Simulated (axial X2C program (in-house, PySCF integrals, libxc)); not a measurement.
## Bond lengths and stretching modes, held linear, of NInO

Computed with an axial X2C code built on PySCF integrals: two-component X2C with atomic mean-field Coulomb and Gaunt terms, Gaussian nuclei, basis N dyall-av3z, In dyall-v3z, O dyall-av3z with contracted cores. Spin-free rows use the one-electron spin-free X2C Hamiltonian.

Masses N 14.003, In 114.904, O 15.995 u. States: 2c Ω = 1 (beyond evenly filled blocks: ω = -1/2, ω = 3/2); spin-free M_S = 1, Λ = 0 (beyond evenly filled blocks: π+α, π-α).

PBE0, 2c: energies above the lowest point

```json
{"r(N–In) (Å)": "2.0143", "r(In–O) (Å)": "1.7852", "E (meV)": "53.10"}
{"r(N–In) (Å)": "2.0143", "r(In–O) (Å)": "1.8310", "E (meV)": "16.91"}
{"r(N–In) (Å)": "2.0143", "r(In–O) (Å)": "1.8768", "E (meV)": "52.13"}
{"r(N–In) (Å)": "2.0660", "r(In–O) (Å)": "1.7852", "E (meV)": "38.57"}
{"r(N–In) (Å)": "2.0660", "r(In–O) (Å)": "1.8310", "E (meV)": "0.00"}
{"r(N–In) (Å)": "2.0660", "r(In–O) (Å)": "1.8768", "E (meV)": "32.78"}
{"r(N–In) (Å)": "2.0660", "r(In–O) (Å)": "1.9225", "E (meV)": "120.94"}
{"r(N–In) (Å)": "2.1176", "r(In–O) (Å)": "1.7852", "E (meV)": "57.78"}
{"r(N–In) (Å)": "2.1176", "r(In–O) (Å)": "1.8310", "E (meV)": "16.51"}
{"r(N–In) (Å)": "2.1176", "r(In–O) (Å)": "1.8768", "E (meV)": "46.46"}
{"r(N–In) (Å)": "2.1693", "r(In–O) (Å)": "1.8310", "E (meV)": "59.22"}
{"r(N–In) (Å)": "2.1693", "r(In–O) (Å)": "1.9225", "E (meV)": "167.52"}
```

Task: Fit a quadratic surface with cubic terms in each bond: where is the minimum, and what are the two stretching wavenumbers?

Result: At PBE0, 2c: bonds 2.064 and 1.831 Å; harmonic stretches 511.3 and 820.5 cm⁻¹; force constants 2.01, 5.43 and coupling -0.20 mdyn/Å.

The other levels and Hamiltonians give:

```json
{"Hamiltonian": "2c", "level": "PBE", "r(N–In) (Å)": "2.044", "r(In–O) (Å)": "1.865", "lower stretch (cm⁻¹)": "509.9", "upper stretch (cm⁻¹)": "740.1"}
{"Hamiltonian": "spin-free", "level": "PBE0", "r(N–In) (Å)": "2.065", "r(In–O) (Å)": "1.831", "lower stretch (cm⁻¹)": "511.2", "upper stretch (cm⁻¹)": "820.7"}
{"Hamiltonian": "spin-free", "level": "PBE", "r(N–In) (Å)": "2.044", "r(In–O) (Å)": "1.865", "lower stretch (cm⁻¹)": "509.9", "upper stretch (cm⁻¹)": "740.3"}
```

Each state is one determinant, the lowest of a limited PBE0 search; the stretches come from a fit to these few points and carry an uncertainty of a few per cent. Other orders of the atoms were not compared. Left out for rough or failed fits: HF 2c, MP2 2c, HF spin-free, MP2 spin-free. The molecule was held linear; bending was not examined, so a bent shape may lie lower. Open-shell Ω = 0 determinants with evenly filled partner blocks cannot be reached by this program, so the Ω shown need not be the lowest component. Note: several unpaired electrons, one determinant need not be a pure state.
